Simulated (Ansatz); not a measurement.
Cost and result for the atomization energy of `C=[C]([SiH3])[GaH2]` (11 atoms, 10 bonds).

Z-matrix (Å, degrees):
```
Si
C 1 1.859
H 1 1.489 2 110.4
H 1 1.489 2 110.4 3 -118.5
H 1 1.490 2 110.7 3 120.8
Ga 2 1.963 1 122.9 3 59.7
C 2 1.340 1 120.5 3 -120.4
H 6 1.572 2 116.2 1 -179.9
H 6 1.569 2 121.7 1 0.1
H 7 1.090 2 122.5 1 180.0
H 7 1.091 2 122.6 1 -0.0
```

Charge 0, multiplicity 1. Correlated methods include outer-core shells of Ga, which these sets cover unevenly. Scalar relativity is left out up to krypton. Geometry: relaxed with PBE0-D4/def2-TZVP. Program: Ansatz. All runs use 4 threads of an Intel Xeon Platinum 8488C on a shared host. Times are those of one run each, without the atoms' runs, and a repeat can differ threefold. Electronic energies, without spin–orbit coupling; frozen cores. CCSD(T)/CBS adds CCSD(T) − MP2 in def2-TZVPP to the MP2 limit, and its time is that of the two runs behind it. T1 = 0.013. With those shells the extrapolation isn't a true limit.

CCSD(T)/CBS is a level of theory with its own doubt, some kJ/mol a heavy atom from the limit and from the frozen cores, so smaller differences don't rank the functionals.

```json
{"level": "LDA (SPW92)/def2-TZVPP", "functions": "250", "wall time": "0.95 s"}
{"level": "PBE0-D4/def2-TZVPP", "functions": "250", "wall time": "2.3 s"}
{"level": "CAM-B3LYP-D4/def2-TZVPP", "functions": "250", "wall time": "2.7 s"}
{"level": "r2SCAN-D4/def2-TZVPP (with forces)", "functions": "250", "wall time": "3 s"}
{"level": "r2SCANh-D4/def2-TZVPP", "functions": "250", "wall time": "3.2 s"}
{"level": "CCSD(T)/def2-SVP", "functions": "113", "wall time": "3.9 s"}
{"level": "PBE-QIDH/def2-TZVPP", "functions": "250", "wall time": "4 s"}
{"level": "B97M-V/def2-TZVPP", "functions": "250", "wall time": "5.5 s"}
{"level": "ωB97X-V/def2-TZVPP", "functions": "250", "wall time": "6 s"}
{"level": "ωB97M-V/def2-TZVPP (with forces)", "functions": "250", "wall time": "7.5 s"}
{"level": "MP2/def2-QZVPP", "functions": "483", "wall time": "28 s"}
{"level": "CCSD(T)/def2-TZVPP", "functions": "250", "wall time": "83 s"}
{"level": "CCSD(T)/CBS(def2)", "functions": "–", "wall time": "110 s"}
```

Task: What atomization energy does each give, and how far from CCSD(T)/CBS? (Best estimate.)

Result: Computed: 
| level | atomization (kcal/mol) | difference from CCSD(T)/CBS | per bond |
| --- | --- | --- | --- |
| LDA (SPW92)/def2-TZVPP | 962.6 | 100.9 | 10.1 |
| PBE0-D4/def2-TZVPP | 856.4 | -5.3 | -0.5 |
| CAM-B3LYP-D4/def2-TZVPP | 861.7 | 0.0 | 0.0 |
| r2SCAN-D4/def2-TZVPP (with forces) | 861.2 | -0.5 | 0.0 |
| r2SCANh-D4/def2-TZVPP | 857.9 | -3.8 | -0.4 |
| CCSD(T)/def2-SVP | 818.6 | -43.1 | -4.3 |
| PBE-QIDH/def2-TZVPP | 855.4 | -6.3 | -0.6 |
| B97M-V/def2-TZVPP | 864.9 | 3.2 | 0.3 |
| ωB97X-V/def2-TZVPP | 863.5 | 1.8 | 0.2 |
| ωB97M-V/def2-TZVPP (with forces) | 859.6 | -2.1 | -0.2 |
| MP2/def2-QZVPP | 857.5 | -4.2 | -0.4 |
| CCSD(T)/def2-TZVPP | 844.2 | -17.5 | -1.7 |
| CCSD(T)/CBS(def2) | 861.7 | 0.0 | 0.0 |

From PBE to PBE0 (25 % exact exchange), in def2-TZVPP and without D4, the atomization energy moves by −5.3 kcal/mol: exact exchange takes away binding that semilocal exchange gives to molecules. In def2-TZVPP, CCSD(T) changes the Hartree–Fock value by +196.8 kcal/mol (the triples alone add +10.7 kcal/mol) and MP2 by +199.7 kcal/mol; breaking electron pairs costs correlation energy, which Hartree–Fock lacks. At CCSD(T), def2-SVP lies −43.1 kcal/mol from the extrapolated value and def2-TZVPP −17.5 kcal/mol: correlation converges slowly with the basis, and small sets miss more of it in the bonded molecule than in its fragments.
